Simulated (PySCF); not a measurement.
Radial density of P (phosphorus, neutral)

MN15, [Ne] 3s2 3p2 3d1, one real determinant (an excited configuration). Computed with PySCF 2.14 in dyall-acv3z, with the non-relativistic Hamiltonian (point nucleus).

| r (bohr) | 4πr²ρ (e/bohr) | 4πr²(ρα − ρβ) |
| --- | --- | --- |
| 0.00175 | 0.08347 | 0.0000 |
| 0.00294 | 0.2272 | 0.0000 |
| 0.00494 | 0.6022 | -0.0001 |
| 0.00831 | 1.529 | -0.0003 |
| 0.0140 | 3.607 | -0.0006 |
| 0.0235 | 7.559 | -0.0010 |
| 0.0396 | 13.07 | 0.0005 |
| 0.0665 | 16.78 | 0.0109 |
| 0.112 | 14.25 | 0.0536 |
| 0.188 | 11.17 | 0.1510 |
| 0.317 | 15.31 | 0.1904 |
| 0.533 | 12.06 | 0.0346 |
| 0.896 | 3.324 | 0.2264 |
| 1.51 | 2.448 | 1.0816 |
| 2.53 | 1.400 | 0.8639 |
| 4.26 | 0.3588 | 0.3254 |
| 7.17 | 0.02956 | 0.0296 |

⟨L²⟩ = 8.00 against 12 for a pure F term, so this real determinant mixes terms. The outer electron is Rydberg-like, and this basis confines it to a smaller radius and binds it less than a complete one would. At MN15 the highest occupied level has a positive energy, so only the finite basis holds that electron; for this excited configuration the basis is too tight for the outer shell.
